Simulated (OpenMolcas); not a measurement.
**Ti2+: moving or changing the point charges**

Ti2+ among 6 point charges of -2.2 e arranged as a tetragonal octahedron (D4h), 2.06 Å from the ion, with the axial distance 2.245 Å. The active orbitals were held to one l.
```
   2.0600    0.0000    0.0000  -2.20
   0.0000    2.0600    0.0000  -2.20
  -2.0600    0.0000    0.0000  -2.20
   0.0000   -2.0600    0.0000  -2.20
   0.0000    0.0000    2.2454  -2.20
   0.0000    0.0000   -2.2454  -2.20
```

```json
{"Program": "OpenMolcas 26.06", "Method": "CASSCF", "Basis": "ANO-RCC-VDZP [5s4p2d1f]", "Scalar Hamiltonian": "DKH2, point nucleus", "Active space": "2 electrons in 5 orbitals (3d)", "State averaging": "2S+1 = 3 even, 10 roots; 2S+1 = 1 even, 15 roots", "Spin-orbit coupling": "state interaction with AMFI integrals over the reference wave functions"}
```

Runs around this geometry, states (labels of D4, the rotations of D4h). Energies in cm-1 above the lowest state or level, χT in cm3 K/mol.

| R (Å) | Axial / equatorial distance | Ground state | First state of that spin | First gap with spin-orbit (degeneracies) | χT at 300 K | First state of another spin |
| --- | --- | --- | --- | --- | --- | --- |
| 1.9 | 1.09 | 3A2 | 3E 2991 | 2.2 (1, 2) | 1.033 | 1B2 9573 |
| 2.06 | 1.09 | 3A2 | 3E 2274 | 4.1 (1, 2) | 1.040 | 1B2 10498 |
| 2.06 | 1.18 | 3A2 | 3E 3788 | 3.3 (1, 2) | 1.030 | 1B2 10502 |

Taking the first state of the same spin as R^-n, n = -ln(2274 / 2991) / ln(2.06 / 1.9) = 3.4 between the shortest and longest distance.

Without dynamic correlation the repulsion within the d shell is too large (B by tens of per cent), so at a given field states of lower spin stand too high. Point charges carry no covalency, so the field is a model and not that of real ligands. No measured value stands beside these numbers.
